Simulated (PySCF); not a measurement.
NMR data simulated for an unnamed compound:

¹H NMR (300 MHz, computed): δ 12.37 (t, 1H), 4.72 (d, 2H), 2.53 (s, 1H).

¹³C{¹H} NMR (computed): δ 246.8 (CH), 157.9 (C), 84.9 (CH), 79.1 (C).

PySCF calculation with geometry: GFN2-xTB and shielding tensors at PBE0/pcSseg-1 (GIAO); single conformer, non-relativistic, isolated molecule, one averaged value for each set of equivalent atoms.

Shifts are taken against calculated references (same method and geometry level): ¹H and ¹³C vs TMS.

Problem. Which of these does the molecule contain: a Si–H bond, a vinyl group CH=CH2, a C≡C triple bond, a CF3 group, an aldehyde?

Solution. 
- A Si–H bond: yes (δH 4.72 (d)).
- A vinyl group CH=CH2: no.
- A C≡C triple bond: yes (δC 84.9, 79.1; δH 2.53 (s)).
- A CF3 group: no.
- An aldehyde: no.

The data belong to `C#CC(=O)O[SiH2]C=O`, C4H4O3Si; they needn't prove each group on their own.

Carbon signals by region: 1 in the far downfield region (above 160 ppm), 1 in the sp2 and nitrile region (100–160 ppm), 2 at 50–100 ppm. Above 160 ppm: 246.8, carbonyl carbon.

Shifts are as computed. Against solution values, carbons near 30 ppm lie about +3 ppm off and those near 130 ppm about +5 ppm. Of 1211 compounds with measured shifts, 218 miss one by over three times the rms of a fit or turn the order of signals round; such compounds aren't used in these exercises. No couplings were computed; multiplicities are counted from neighbouring protons, with m where these are inequivalent, close in shift, in a saturated or five-membered ring or joined by F or P, and br s for small geminal =CH2 splittings.
